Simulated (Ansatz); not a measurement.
This geometry of ClFH$_{2}$SSi$_{2}$ (7 atoms, charge 0, multiplicity 1) is a first-order saddle point.

Method: RKS PBE-D4/def2-SVP (Ansatz 0.2.0).

```xyz
7
Properties=species:S:1:pos:R:3
F -1.463 -1.701 1.015
Si -0.620 -0.327 0.713
S 1.491 -0.502 0.681
Si 0.070 0.146 -1.486
Cl 0.209 2.243 -1.642
H -1.089 0.717 1.669
H 1.464 -0.645 -0.997
```

(1) Which two structures does it join? (They come from a converged band through this point; their orientation in space is the band's.)

(2) How far does it lie above each of them?

Results:

(1) Bonds broken: Si4–H7. Bonds formed: S3–H7.

First end point:

```xyz
7
Properties=species:S:1:pos:R:3
F -1.256 -1.830 1.155
Si -0.698 -0.317 0.860
S 1.447 -0.063 0.998
Si 0.518 0.192 -0.965
Cl 0.595 2.107 -1.765
H -1.532 0.616 1.678
H 0.986 -0.772 -2.007
```

Last end point:

```xyz
7
Properties=species:S:1:pos:R:3
F -1.244 -1.697 0.785
Si -0.770 -0.166 0.404
S 1.510 -0.287 0.142
Si -0.033 0.482 -1.757
Cl 0.114 2.517 -1.033
H -0.966 0.688 1.628
H 1.451 -1.606 -0.215
```

(2) 1.40 eV above the first and 0.33 eV above the second. This is the barrier of this one path; another mechanism may lie lower. The orbitals stay closed-shell, which can raise the energy where a bond breaks towards radicals; this wasn't checked here.

Run time: 67 s on 2 threads of Intel(R) Xeon(R) Platinum 8488C (Sapphire Rapids), on a shared host, peak memory 0.16 GiB.
